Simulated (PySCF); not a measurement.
C₅H₉F, singlet, geometry from GFN2-xTB; PySCF with DF-PBE0/def2-TZVPD.

Here is a job for PySCF.
```python
from pyscf import gto, scf, dft

mol = gto.Mole()
mol.atom = '''
    C     2.40289317    0.65930436   -0.06436902
    C     1.12405755    0.17277272   -0.66073470
    C     0.07557935   -0.25406890    0.02423480
    F     0.11729609   -0.26477958    1.38465346
    C    -1.23515891   -0.73422698   -0.51106663
    C    -2.34054182    0.29248523   -0.25428479
    H     2.59548344    1.68509814   -0.37742931
    H     2.36155988    0.62295656    1.02069454
    H     3.23467372    0.04501200   -0.40806669
    H     1.05913723    0.16997016   -1.73819210
    H    -1.49346994   -1.67169648   -0.01207990
    H    -1.13686699   -0.92294034   -1.58003187
    H    -2.11589609    1.22568878   -0.76589228
    H    -3.29521704   -0.08252237   -0.61447972
    H    -2.42604525    0.49385125    0.81091836
'''
mol.basis = 'def2-tzvpd'
mol.verbose = 4
mol.max_memory = 1800
mol.build()

mf = dft.RKS(mol)
mf.xc = 'pbe0'
mf = mf.density_fit(auxbasis='def2-universal-jkfit')
mf.kernel()
```

What does PySCF print? Leave out banner, timings and long lists.


```
PySCF version 2.14.0

[INPUT] verbose = 4
[INPUT] num. atoms = 15
[INPUT] num. electrons = 48
[INPUT] charge = 0
[INPUT] spin (= nelec alpha-beta = 2S) = 0
[INPUT] symmetry False subgroup None
[INPUT] Mole.unit = angstrom
[INPUT] Symbol           X                Y                Z      unit          X                Y                Z       unit  Magmom
[INPUT]  1 C      2.402893170000   0.659304360000  -0.064369020000 AA    4.540809997888   1.245904673132  -0.121639818707 Bohr   0.0
[INPUT]  2 C      1.124057550000   0.172772720000  -0.660734700000 AA    2.124160917750   0.326493122596  -1.248607623997 Bohr   0.0
[INPUT]  3 C      0.075579350000  -0.254068900000   0.024234800000 AA    0.142824272173  -0.480120637770   0.045797134684 Bohr   0.0
[INPUT]  4 F      0.117296090000  -0.264779580000   1.384653460000 AA    0.221657485582  -0.500360889577   2.616615816831 Bohr   0.0
[INPUT]  5 C     -1.235158910000  -0.734226980000  -0.511066630000 AA   -2.334112060216  -1.387487905467  -0.965775962104 Bohr   0.0
[INPUT]  6 C     -2.340541820000   0.292485230000  -0.254284790000 AA   -4.422983022891   0.552716980180  -0.480528610743 Bohr   0.0
[INPUT]  7 H      2.595483440000   1.685098140000  -0.377429310000 AA    4.904752862444   3.184373977614  -0.713238027284 Bohr   0.0
[INPUT]  8 H      2.361559880000   0.622956560000   1.020694540000 AA    4.462701399961   1.177217285901   1.928833137439 Bohr   0.0
[INPUT]  9 H      3.234673720000   0.045012000000  -0.408066690000 AA    6.112647433128   0.085060352319  -0.771134284658 Bohr   0.0
[INPUT] 10 H      1.059137230000   0.169970160000  -1.738192100000 AA    2.001479293030   0.321197051749  -3.284707020883 Bohr   0.0
[INPUT] 11 H     -1.493469940000  -1.671696480000  -0.012079900000 AA   -2.822249161871  -3.159048510599  -0.022827702612 Bohr   0.0
[INPUT] 12 H     -1.136866990000  -0.922940340000  -1.580031870000 AA   -2.148367251159  -1.744104471913  -2.985827502384 Bohr   0.0
[INPUT] 13 H     -2.115896090000   1.225688780000  -0.765892280000 AA   -3.998464118138   2.316216108152  -1.447326650119 Bohr   0.0
[INPUT] 14 H     -3.295217040000  -0.082522370000  -0.614479720000 AA   -6.227057726600  -0.155944678450  -1.161198379899 Bohr   0.0
[INPUT] 15 H     -2.426045250000   0.493851250000   0.810918360000 AA   -4.584561088302   0.933243608774   1.532413609781 Bohr   0.0

nuclear repulsion = 238.61750201696
number of shells = 124
number of NR pGTOs = 414
number of NR cGTOs = 306
basis = def2-tzvpd
ecp = {}

******** <class 'pyscf.df.df_jk.DFRKS'> ********
method = DFRKS
initial guess = minao
damping factor = 0
level_shift factor = 0
DIIS = <class 'pyscf.scf.diis.CDIIS'>
diis_start_cycle = 1
diis_space = 8
diis_damp = 0
SCF conv_tol = 1e-09
SCF conv_tol_grad = None
SCF max_cycles = 50
direct_scf = False
XC library pyscf.dft.libxc version 7.1.2
    S. Lehtola, C. Steigemann, M. J. T. Oliveira, and M. A. L. Marques,  SoftwareX 7, 1–5 (2018)
XC functionals = pbe0
    C. Adamo and V. Barone,  J. Chem. Phys. 110, 6158 (1999)
    M. Ernzerhof and G. E. Scuseria,  J. Chem. Phys. 110, 5029 (1999)
radial grids:
    Treutler-Ahlrichs [JCP 102, 346 (1995); DOI:10.1063/1.469408] (M4) radial grids

becke partition: Becke, JCP 88, 2547 (1988); DOI:10.1063/1.454033
pruning grids: <function nwchem_prune>
grids dens level: 3
symmetrized grids: False
atomic radii adjust function: <function treutler_atomic_radii_adjust>
small_rho_cutoff = 0
Set gradient conv threshold to 3.16228e-05
Initial guess from minao.
tot grids = 173128
******** <class 'pyscf.df.df.DF'> ********
auxbasis = def2-universal-jkfit
init E= -296.039465206025
  HOMO = -0.279475784648877  LUMO = -0.041052754844813  gap/eV = 6.48782
cycle= 1 E= -295.493740231346  delta_E= 0.546  |g|= 0.548  |ddm|= 3.96
  HOMO = -0.21297370373712  LUMO = 0.0182343579194229  gap/eV = 6.29149
cycle= 2 E= -295.463997429194  delta_E= 0.0297  |g|= 0.705  |ddm|= 1.82
  HOMO = -0.244649798894855  LUMO = 0.0115588464128693  gap/eV = 6.97179
cycle= 3 E= -295.553347053871  delta_E= -0.0893  |g|= 0.0888  |ddm|= 0.689
  HOMO = -0.25556926064818  LUMO = 0.00893962392133841  gap/eV = 7.19765
cycle= 4 E= -295.554795832051  delta_E= -0.00145  |g|= 0.0354  |ddm|= 0.179
  HOMO = -0.252934067238215  LUMO = 0.00997394914962287  gap/eV = 7.15409
cycle= 5 E= -295.55508449287  delta_E= -0.000289  |g|= 0.00798  |ddm|= 0.0622
  HOMO = -0.252558815153993  LUMO = 0.0100039821022591  gap/eV = 7.14470
cycle= 6 E= -295.555094414773  delta_E= -9.92e-06  |g|= 0.00429  |ddm|= 0.0154
  HOMO = -0.252753221405701  LUMO = 0.00996123242194213  gap/eV = 7.14882
cycle= 7 E= -295.555098439148  delta_E= -4.02e-06  |g|= 0.000415  |ddm|= 0.00665
  HOMO = -0.252801540725535  LUMO = 0.00995842755557963  gap/eV = 7.15006
cycle= 8 E= -295.555098472354  delta_E= -3.32e-08  |g|= 0.000198  |ddm|= 0.00127
  HOMO = -0.252774585643451  LUMO = 0.00996231219288687  gap/eV = 7.14944
cycle= 9 E= -295.555098481094  delta_E= -8.74e-09  |g|= 3.19e-05  |ddm|= 0.000374
  HOMO = -0.252777327750106  LUMO = 0.00996235543924361  gap/eV = 7.14951
cycle= 10 E= -295.555098481342  delta_E= -2.49e-10  |g|= 6.71e-06  |ddm|= 9.89e-05
  HOMO = -0.252777404456847  LUMO = 0.00996224940948785  gap/eV = 7.14951
Extra cycle  E= -295.55509848134  delta_E= 2.84e-12  |g|= 7.71e-06  |ddm|= 2.7e-05
converged SCF energy = -295.55509848134
```
